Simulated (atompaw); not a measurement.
Reading a pseudo-wave (Pr (Z = 59))

Columns: radius, all-electron u(r) and pseudo u(r) of the 5s shell (level -39.03 eV) of praseodymium in the configuration [Kr] 4d10 4f3 5s2 5p6 5d0 6s2 6p0; PBE, scalar-relativistic, PAW (atompaw) scheme, atompaw 4.2.0.5.

```tsv
r (bohr)	all-electron	pseudo
0.115	-0.0150	0.1779
0.231	0.3122	0.3518
0.346	-0.1762	0.5136
0.462	-0.5018	0.6614
0.577	-0.4333	0.7887
0.692	-0.1363	0.8936
0.808	0.2175	0.9747
0.923	0.5229	1.0296
1.038	0.7463	1.0590
1.154	0.8863	1.0640
1.269	0.9530	1.0465
1.385	0.9640	1.0090
1.500	0.9352	0.9557
1.615	0.8803	0.8898
1.731	0.8094	0.8149
1.846	0.7317	0.7359
1.962	0.6518	0.6552
2.077	0.5748	0.5772
2.192	0.5023	0.5036
2.308	0.4352	0.4357
2.423	0.3752	0.3753
2.538	0.3219	0.3219
2.654	0.2746	0.2746
2.769	0.2337	0.2337
2.885	0.1980	0.1980
3.000	0.1676	0.1676
```

How many radial nodes do the two functions have?

The all-electron 5s function has n − l − 1 = 4 (the table is too coarse to show those close to the nucleus); the pseudo-wave has 0, since the states of the same l below it are removed with the core.

At about which radius was the pseudo-wave matched?

2.50 bohr, where the columns begin to agree (steps of 0.12 bohr).

Where does each function peak?

Outermost all-electron maximum near 1.39 bohr, pseudo maximum near 1.15 bohr (to the table’s step).

Is the pseudo-wave norm-conserving?

No, it belongs to a PAW set: the norm inside the radius is not constrained, and the difference is carried by the augmentation charge.
